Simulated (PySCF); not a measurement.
# Oxygen: a sound run and one with changed settings

Sound run: O²⁺ [He] 2s2 2p2, O³⁺ [He] 2s2 2p1. All numbers are calculated (PySCF 2.14, the spin-free X2C one-electron Hamiltonian (Gaussian nucleus), in jorge-DZP-DKH (4s2p1d, 15 functions)). The sound run starts from symmetry-adapted Hartree-Fock orbitals and uses a fine grid where one is needed.

Changed run: radial step 0.5 in ln r (0.13 in the sound run). This setting is unsound on purpose.

| species | method | sound run (hartree) | changed run (hartree) | converged |
| --- | --- | --- | --- | --- |
| O²⁺ | UHF | -73.13954 | -73.13954 | yes |
| O²⁺ | TPSS | -73.33047 | -73.32939 | yes |
| O²⁺ | r2SCAN | -73.28713 | -73.29586 | yes |
| O³⁺ | UHF | -71.12396 | -71.12396 | yes |
| O³⁺ | TPSS | -71.29397 | -71.29025 | yes |
| O³⁺ | r2SCAN | -71.23527 | -71.24749 | yes |

Ionisation energy of O²⁺:

```csv
method,sound run (eV),changed run (eV)
UHF,54.847,54.847
TPSS,55.416,55.488
r2SCAN,55.834,55.739
```

A coarse radial grid mis-integrates the density and the exchange-correlation energy, with errors of either sign; Hartree-Fock needs no grid.

For comparison, NIST gives 54.936 eV between the lowest levels.
